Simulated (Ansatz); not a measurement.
`[I][SnH2][I]` + H–F → `[F][SnH2][I]` + HI at 400 K and 1 bar (ligand exchange at the Sn–I bond).

Computed with Ansatz on PBE0-D4/def2-TZVP structures; ΔE is electronic, products minus reactants. CBS: MP2 limit from def2 TZ/QZ plus the TZ coupled-cluster correction, frozen cores. This one scheme is used for every species. Elements past krypton have def2 core potentials. For I, Sn outer-core shells are correlated without core-valence functions, which leaves a few kJ/mol of doubt a bond.

```tsv
species	CCSD(T)/CBS energy (Eh)	H − E (kJ/mol)	S (J/(mol·K))
`[I][SnH2][I]`	-810.18920	64.5	377.5
H–F	-100.39570	36.5	182.2
`[F][SnH2][I]`	-612.52381	66.1	351.3
HI	-298.03592	25.7	215.0
```

H − E and S are ideal-gas, rigid-rotor, harmonic terms from PBE0-D4/def2-TZVP. 1 Eh = 2625.50 kJ/mol, R = 8.31446 J/(mol·K).

Task: By hand: ΔE, ΔH, ΔS and ΔG.

Result: ΔE = (-612.52381) + (-298.03592) − (-810.18920) − (-100.39570) = 0.02517 Eh = 66.1 kJ/mol. Δ(H − E) = 66.1 + 25.7 − 64.5 − 36.5 = -9.2, so ΔH = 56.9 kJ/mol. ΔS = 351.3 + 215.0 − 377.5 − 182.2 = 6.6 J/(mol·K). ΔG = 56.9 − 400 × (6.6)/1000 = 54.3 kJ/mol.

Task: By hand: the equilibrium constant, and the temperature at which ΔG would vanish if ΔH and ΔS stayed fixed.

Result: log₁₀ K = −ΔG/(RT ln 10) = -7.1. ΔG = 0 at ΔH/ΔS = 8621 K, far beyond where these terms or the molecules hold.

The number of gas molecules stays the same, so ΔS is small and ΔH decides. A doubt of 5 kJ/mol in ΔE shifts log₁₀ K by 0.7 here. Modes under 60 cm⁻¹, often nearly free rotors, make the harmonic entropy too high. These are equilibria of isolated gas molecules and say nothing of rates. Largest T1 diagnostic: 0.012 (customary marks: 0.02 for closed shells, 0.045 for open ones).
